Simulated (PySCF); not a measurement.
## Calculated data, GeH₂NO₂

Calculation on a computer-drawn molecule: optimised geometry and harmonic frequencies of an isolated molecule of the commonest isotopes, restricted reference for singlets and unrestricted otherwise, frozen core in MP2; on germanium a core potential holds 10 electrons, which the energies leave out, and 3d is frozen in MP2 and coupled-cluster steps. Program: PySCF 2.14.0.

Entry: GeH₂NO₂

Start structure:
```xyz
6
GeH2NO2
N     -1.1174     1.3434    -0.2582
Ge    -2.8897     0.6215    -0.3977
O     -3.9816     1.6388    -0.8047
O     -2.9497    -0.9259    -0.0993
H     -0.5885     0.8475     0.4471
H     -1.1536     2.3720     0.0757
```

Settings of this run: charge -1, multiplicity 1, method HF, basis aug-cc-pVDZ and basis and core potential on germanium aug-cc-pVDZ-PP ECP10MDF.

Drawn bonds:
| atom | other atom | order |
| --- | --- | --- |
| 1 | 2 | 1 |
| 2 | 3 | 2 |
| 2 | 4 | 1 |
| 1 | 5 | 1 |
| 1 | 6 | 1 |

Questions
1. What rotational constants does the calculation give for GeH₂NO₂?

Answers
1. 7.228, 6.58, 3.452 GHz

Further results for GeH₂NO₂:

```
total energy                                  : -498.7745 hartree
convergence status largest gradient component : 3.198e-05 hartree/bohr
```

Optimised structure:
```xyz
6
GeH2NO2
N     -1.2030     1.3535    -0.1529
Ge    -2.8780     0.6207    -0.3794
O     -3.9971     1.7513    -0.8387
O     -2.8893    -1.0099    -0.0924
H     -0.5574     0.8433     0.4148
H     -1.1557     2.3384     0.0115
```

Modes:
| frequency (cm⁻¹) | reduced mass (dalton) |
| --- | --- |
| 242.1 | 3.41 |
| 289.6 | 5.64 |
| 318.4 | 17.11 |
| 398.4 | 1.469 |
| 421.1 | 1.112 |
| 673.8 | 4.826 |
| 898.9 | 1.234 |
| 902.9 | 16.72 |
| 993.8 | 14.61 |
| 1655 | 1.115 |
| 3764 | 1.048 |
| 3880 | 1.098 |
